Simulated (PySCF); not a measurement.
FeO4, SMILES [O]=[Fe]1(=[O])[O][O]1, multiplicity 1.

Coordinates come from a TPSSh-D3(BJ)/def2-SVP optimisation. The multiplicity is an assumed one; other spin states were not compared.

Level of theory: TDDFT-PBE/def2-SVPD run with PySCF.

Vertical excitations.  State labels are in the subgroup C2v.

```tsv
state	symmetry	energy (eV)	λ (nm)	f	main pairs
S1	A2	1.51	821	0.000	HOMO−1→LUMO 100 %
S2	A1	1.91	648	0.010	HOMO→LUMO 98 %
S3	A2	2.09	592	0.000	HOMO→LUMO+1 99 %
S4	B2	2.30	539	0.000	HOMO→LUMO+2 97 %
S5	B1	2.39	518	0.001	HOMO−1→LUMO+2 100 %
S6	B1	2.57	482	0.000	HOMO→LUMO+3 98 %
S7	A1	2.64	470	0.002	HOMO−1→LUMO+1 98 %
S8	B1	2.99	415	0.001	HOMO−2→LUMO 97 %
S9	B2	3.04	407	0.001	HOMO−1→LUMO+3 80 %, HOMO−3→LUMO 19 %
S10	B2	3.59	345	0.002	HOMO−3→LUMO 62 %, HOMO−2→LUMO+1 25 %, HOMO−1→LUMO+3 11 %
T1	A1	0.70	1764	0	HOMO→LUMO 99 %
T2	A2	0.93	1336	0	HOMO−1→LUMO 100 %
T3	A1	1.76	705	0	HOMO−1→LUMO+1 100 %
T4	B2	1.77	700	0	HOMO→LUMO+2 94 %
```
Triplets are in the Tamm–Dancoff approximation, which puts them higher than full response would, so one can lie above its singlet here.
